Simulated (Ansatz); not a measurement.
```yaml
crystal:
  periodic: [false, false, false]
  atoms:
    - {symbol: Sr, position_ang: [-3.612427, -0.076500, -0.300406]}
    - {symbol: Sr, position_ang: [-0.075059, 3.670527, 0.111299]}
    - {symbol: Sr, position_ang: [0.075837, -3.670345, -0.113373]}
    - {symbol: Sr, position_ang: [3.612133, 0.075409, 0.304078]}
    - {symbol: Te, position_ang: [2.976904, -2.896065, 0.349436]}
    - {symbol: Te, position_ang: [-3.008196, 2.885665, 0.008896]}
    - {symbol: Te, position_ang: [-2.862371, -3.013317, -0.519957]}
    - {symbol: Te, position_ang: [2.893190, 3.024615, 0.160037]}
basis:
  gaussian: {orbitals: def2-TZVP}
total_charge: 1
magnetization: {spin_polarized: true, initial_magnetization: 1}
hamiltonian: {xc: pbe0, dispersion: d4}
scf: {omitted_lower_state_checks: [starts]}
output: {orbitals: {seedname: orbitals}}
```

```sh
$ ansatz run in.yaml --threads 4 --pin off --events-out ev --progress --plain --max-ram 4787MiB
```

Question: Does this run fit into the memory that it is given?

Answer: No. It has 332 basis functions, and Ansatz plans for 5.30 GiB where 4.67 GiB are given.
